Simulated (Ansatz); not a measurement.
Two structures of Si2H8SO, closed shell, reached by relaxing down either side of one saddle point (PBE0-D4/def2-TZVP). Energies are electronic, without zero-point energy. Computed with Ansatz 0.2.0 (basis: def2-TZVPP and def2-QZVPP); correlated methods freeze the cores. Extrapolation: Hartree–Fock as exp(−7.88 √X), correlation as X^−2.97. First:

| atom | x (Å) | y (Å) | z (Å) |
| --- | --- | --- | --- |
| Si1 | -0.4774 | -0.8466 | 0.9565 |
| O2 | 1.1814 | -0.8319 | 1.0993 |
| H3 | -0.9248 | -1.9937 | 0.1166 |
| H4 | -1.0823 | -1.0377 | 2.3078 |
| Si5 | -1.1398 | 1.2062 | 0.0296 |
| H6 | 1.8105 | -0.5243 | -1.0615 |
| S7 | 1.3049 | -0.3767 | -2.2992 |
| H8 | 1.5682 | -1.5090 | 1.6571 |
| H9 | -1.8523 | 1.0120 | -1.2588 |
| H10 | -2.0641 | 1.8948 | 0.9747 |
| H11 | 0.0421 | 2.0840 | -0.1784 |
| H12 | 1.6334 | 0.9230 | -2.3438 |

Second:

```json
{"atom": "Si1", "x (Å)": "-0.7997", "y (Å)": "-0.5468", "z (Å)": "-0.0587"}
{"atom": "O2", "x (Å)": "2.8986", "y (Å)": "-1.1211", "z (Å)": "1.0280"}
{"atom": "H3", "x (Å)": "-1.8100", "y (Å)": "-1.5874", "z (Å)": "-0.3816"}
{"atom": "H4", "x (Å)": "-0.2653", "y (Å)": "-0.8108", "z (Å)": "1.3035"}
{"atom": "Si5", "x (Å)": "-1.6928", "y (Å)": "1.6060", "z (Å)": "-0.2280"}
{"atom": "H6", "x (Å)": "2.3534", "y (Å)": "-1.4013", "z (Å)": "0.2829"}
{"atom": "S7", "x (Å)": "0.7253", "y (Å)": "-0.8295", "z (Å)": "-1.5541"}
{"atom": "H8", "x (Å)": "2.8275", "y (Å)": "-1.8286", "z (Å)": "1.6719"}
{"atom": "H9", "x (Å)": "-2.3436", "y (Å)": "1.7717", "z (Å)": "-1.5536"}
{"atom": "H10", "x (Å)": "-2.6914", "y (Å)": "1.8491", "z (Å)": "0.8477"}
{"atom": "H11", "x (Å)": "-0.5896", "y (Å)": "2.5957", "z (Å)": "-0.0996"}
{"atom": "H12", "x (Å)": "1.3874", "y (Å)": "0.3030", "z (Å)": "-1.2584"}
```

(1) Which bonds change from the first to the second?

(2) Give the saddle point's structure and its height above each. (Judge from chemistry; the value comes from the calculation.)

T1 diagnostic: at most 0.013.

## Answers

(1) Si₂H₆O ([OH][SiH2][SiH3]) + H₂S → Si₂H₆S ([SiH3][SiH2][SH]) + H₂O; bonds formed: Si1–S7, O2–H6; bonds broken: Si1–O2, H6–S7.

(2) Computed: 30.39 kcal/mol above the first and 26.05 kcal/mol above the second (CCSD(T) at an estimated basis limit (MP2 extrapolated from triple and quadruple zeta, plus CCSD(T) − MP2 in triple zeta)).
| atom | x (Å) | y (Å) | z (Å) |
| --- | --- | --- | --- |
| Si1 | -0.3088 | -0.7079 | 0.4011 |
| O2 | 1.5118 | -0.8649 | 0.8107 |
| H3 | -0.9288 | -1.9331 | -0.1637 |
| H4 | -0.5473 | -0.9107 | 1.8841 |
| Si5 | -1.2628 | 1.3630 | -0.0810 |
| H6 | 1.8487 | -0.9825 | -0.1599 |
| S7 | 0.9141 | -0.5876 | -1.8072 |
| H8 | 1.7711 | -1.5363 | 1.4559 |
| H9 | -1.9815 | 1.2940 | -1.3786 |
| H10 | -2.2005 | 1.8215 | 0.9838 |
| H11 | -0.1619 | 2.3601 | -0.1877 |
| H12 | 1.3458 | 0.6843 | -1.7576 |

Labels in which every atom is bracketed show which atoms are joined, not bond orders.

For scale, one of the runs: CCSD(T)/def2-TZVPP, 269 basis functions, launched by `ansatz run in.yaml --threads 4 --pin off --events-out ev --progress --plain --max-ram 9574MiB`. The run took 2.8 min on 4 CPU threads of an Arm Neoverse V1 (shared host), with 6.3 GiB of host memory at its peak.
